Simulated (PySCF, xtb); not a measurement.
Al(H)(OH)(nPr) (C3H9AlO), SMILES [AlH]([OH])[CH2]CC.

xtb 6.7.1 with GFN2-xTB at its own geometry gives an orbital gap of 4.31 eV and a dipole moment of 1.29 D.

Geometry: B3LYP-D3(BJ)/def2-SVP. One conformer was computed; it need not be the lowest.

Task: What does r2SCAN/def2-TZVP (PySCF) give? (An estimate is asked for; the answer gives what the named calculation found.)

Result: gap 5.62 eV (levels -6.55 and -0.92 eV), dipole 0.56 D.
